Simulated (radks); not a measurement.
The numbers below are computed, except where a source is named.
Effect of the nuclear size on the indium ion In22+, [Ar] 3d9. Code: a radial shooting solver on a logarithmic mesh with Libxc functionals. Model: Dirac Kohn-Sham, relativistic LDA (MacDonald-Vosko exchange, VWN5 correlation), spin-unpolarised, spherical densities, finite nucleus; open shells are shared between the two j in proportion to 2j + 1; Fermi nuclear charge, rms radius 4.6156 fm. The rms radius is varied about that value; shifts are against it.

rms radius (fm)  total energy shift (eV)  density at nucleus (e/bohr^3)  1s1/2 shift (meV)  2s1/2 shift (meV)  3s1/2 shift (meV)  3p1/2 shift (meV)  3d5/2 shift (meV)  4s1/2 (empty) shift (meV)  4p1/2 (empty) shift (meV)
3.951                             -0.961                      1.763e+05               -403              -46.1              -9.26              0.387              0.465                      -2.79                      0.095
4.4402                            -0.266                      1.733e+05               -111              -12.8              -2.56              0.107              0.129                     -0.774                      0.026
4.6156                                 0                      1.723e+05              0.000              0.000              0.000              0.000              0.000                      0.000                      0.000
4.8602                             0.385                       1.71e+05                162               18.5               3.72             -0.155             -0.187                       1.12                     -0.038
5.4003                              1.30                      1.684e+05                543               62.2               12.5             -0.521             -0.628                       3.77                     -0.128

Slopes of the eigenvalues against <r^2> in GHz/fm^2, as finite differences over the two radii next to the reference (eigenvalue slopes, not the field-shift constants of lines): 1s1/2 16900, 2s1/2 1930, 3s1/2 389, 3p1/2 -16.2, 3d5/2 -19.5, 4s1/2 (empty) 117, 4p1/2 (empty) -4.00.
